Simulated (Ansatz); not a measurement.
Calculated with Ansatz (gas phase, PBE0-D4/def2-TZVP geometries, no zero-point term in ΔE). CCSD(T)/CBS adds triple-zeta CCSD(T) − MP2 to the extrapolated MP2 energy (def2 sets, frozen cores). This one scheme is used for every species. Functionals use def2-TZVPP. B3LYP here is the variant with VWN-RPA as its local correlation; programs differ in this. HSE06 is defined as in plane-wave codes. For Mg outer-core shells are correlated without core-valence functions, which leaves a few kJ/mol of doubt a bond. Each species was taken in one conformer, which may not be the lowest.

`NC(=O)[SiH3]` + `[OH][Mg][F]` → `[F][Mg][O][SiH3]` + `NC=O`  (ligand exchange at the Si–C bond)

```tsv
level	ΔE (kJ/mol)	difference from CCSD(T)/CBS
LDA (SPW92)	-118.6	20.6
revPBE-D4	-118.4	20.8
BLYP-D4	-127.3	11.9
r2SCAN-D4	-134.7	4.5
PBE0-D4	-129.7	9.5
B3LYP-D4	-135.3	3.9
HSE06-D4	-129.7	9.5
BHLYP-D4	-147.2	-8.0
r2SCAN0	-140.5	-1.3
RPA@PBE/def2-TZVPP	-141.6	-2.4
HF/def2-SVP	-160.3	-21.1
MP2/def2-SVP	-142.0	-2.8
CCSD(T)/def2-TZVPP	-140.8	-1.6
HF/CBS(def2)	-167.8	-28.6
MP2/CBS(def2)	-141.4	-2.2
CCSD/CBS(def2)	-143.3	-4.1
CCSD(T)/CBS	-139.2	0
```

Largest T1 diagnostic among the species: 0.016.

The D4 term adds +3.5 kJ/mol with B3LYP and +1.9 kJ/mol with PBE0; it sums over pairs of atoms, weighted by their polarisabilities, and B3LYP, whose exchange is more repulsive, gets the larger term. From BLYP to BHLYP (50 % exact exchange), in def2-TZVPP and without D4, ΔE moves by −17.8 kJ/mol.
